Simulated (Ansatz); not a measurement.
C$_{2}$H$_{5}$NOSi, SMILES `N=C=C(O)[SiH3]`, relaxed with RKS PBE-D4/def2-SVP in the Gaussian-basis code of Ansatz from a rough embedded geometry. The force threshold is 0.03 eV/Å; the program also tests the step.

Total charge 0; spin multiplicity 1.

Start:

```xyz
10

N     2.359    0.697   -0.133
C     1.257    0.500   -0.232
C    -0.002    0.263   -0.350
O    -0.641    0.675   -1.544
Si   -0.849   -0.744    0.921
H     2.725    1.313   -0.955
H    -1.567    0.444   -1.496
H    -2.260   -0.921    0.484
H    -0.776   -0.096    2.253
H    -0.245   -2.132    1.052
```

By how much does the energy fall, and how many steps does the optimiser take? (Best estimate.)

Computed: 217.50 kJ/mol, in 19 steps, 2 of them rejected.

Which bonds change most? (Estimate.)

Ansatz gave: N1–C2 from 1.124 to 1.238 Å; N1–H6 from 1.090 to 1.036 Å; C2–C3 from 1.286 to 1.337 Å; C3–Si5 from 1.830 to 1.880 Å.

Give the relaxed structure. (Estimate.)

Ansatz gave: 
```xyz
10

N     2.408    0.857   -0.336
C     1.209    0.577   -0.464
C    -0.014    0.048   -0.577
O    -0.650   -0.040   -1.815
Si   -0.815   -0.732    0.935
H     2.611    1.840   -0.077
H    -1.574    0.246   -1.683
H    -2.214   -0.179    1.062
H    -0.024   -0.393    2.167
H    -0.936   -2.226    0.789
```
